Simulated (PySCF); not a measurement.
A structure optimised at PBE-D3(BJ)/def2-SVP, used in a PySCF frequency run:

```xyz
11

F     -1.4001     0.7358    -0.8390
C     -0.5120     0.3419     0.1133
F     -0.9896     0.8239     1.2981
C     -0.3059    -1.1878     0.1627
O      0.9269    -1.3704    -0.5091
C      1.6614    -0.2229    -0.1822
O      0.7291     0.8653    -0.1705
H     -1.1068    -1.7396    -0.3625
H     -0.2599    -1.5025     1.2327
H      2.4307    -0.0368    -0.9573
H      2.1355    -0.3058     0.8298
```
Charge 0, spin multiplicity 1.

Problem. Write its SMILES and formula.

Solution. FC1(F)COCO1, C3H4F2O2

Problem. What are its rotational constants (standard atomic weights)?

Solution. 4.6628, 2.3943, 2.2795 GHz
